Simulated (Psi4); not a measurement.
ClTl (SMILES [Cl][Tl]), singlet, geometry from GFN2-xTB (such geometries of metal compounds can be far from the true shape) (core potentials on Tl). Base run: BLYP/def2-SVP (Psi4).

Psi4 was given this input:
```
memory 2 GB

molecule mol {
0 1
  Tl   -0.000000   -0.000000   -0.449804
  Cl    0.000000    0.000000    2.143186
}

set basis def2-svp
set reference rks

energy('blyp')
print_variables()
```

Variants of this job, named by their change:

```tsv
change	ΔE vs base (µEh)	SCF cycles	grid points	basis functions
base	0.0	9	41595	44
puream = true	0.0	9	41595	44
ints_tolerance = 1e-8	0.0	9	41595	44
dft_nuclear_scheme = stratmann	-6.6	9	39930	44
guess = modhuckel	0.0	11	41595	44
cholesky_tolerance = 1e-3 (with scf_type cd)	-2939	9	41595	44
d_convergence = 1e-4	0.0	8	41595	44
dft_pruning_scheme = robust	0.0	9	34877	44
diis_max_vecs = 3	0.0	14	41595	44
damping_percentage = 20	0.1	19	41595	44
guess = sapgau	0.0	15	41595	44
d_convergence = 1e-8	0.0	11	41595	44
scf_type = disk_df	0.0	9	41595	44
```
